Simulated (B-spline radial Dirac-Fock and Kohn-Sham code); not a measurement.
ΔSCF core binding energies without Breit or QED terms, calculated with a radial finite-basis atomic code.

A sound run for the free cobalt atom, [Ar] 3d7 4s2: The ground state converged in 11 iterations, with total energy -1392.00192 Ha, virial ratio 1.98458 and highest orbital energy -7.42 eV. ΔSCF binding energies: K (1s) 7735.3 eV, L3 (2p3/2) 794.8 eV. Holes are computed only in closed shells, and unreliable hole states are left out.

A second run, with one unsound setting: The ground state had not converged after 69 iterations, with total energy -1392.00060 Ha, virial ratio 1.98398 and highest orbital energy -7.31 eV. ΔSCF binding energies: K (1s) 7735.8 eV, L3 (2p3/2) 795.2 eV (not all states converged, so these are not final). Holes are computed only in closed shells, and unreliable hole states are left out.

```
iter   energy (Ha)        error
   1    -1389.37740535  1.00e+00
   2    -1390.07324481  3.28e-01
   3    -1390.25262422  3.12e-01
   4    -1390.41645130  2.97e-01
   5    -1390.56596641  2.82e-01
   6    -1390.70231839  2.68e-01
   7    -1390.82657127  2.54e-01
   8    -1390.93971040  2.41e-01
   9    -1391.04264802  2.29e-01
  17    -1391.58798584  1.47e-01
  25    -1391.83021377  9.20e-02
  33    -1391.93269157  5.63e-02
  41    -1391.97438830  3.38e-02
  49    -1391.99092426  1.99e-02
  57    -1391.99741245  1.15e-02
  65    -1391.99997342  6.80e-03
  69    -1392.00060443  5.94e-03
```

Question: Which fault fits the second run best?
A. damping too heavy
B. functional not served
C. mesh too coarse
D. spline order too low

Answer: A. The input had damp = 0.97; ndamp = 100: damp is so close to 1 that the orbitals hardly move in each step.
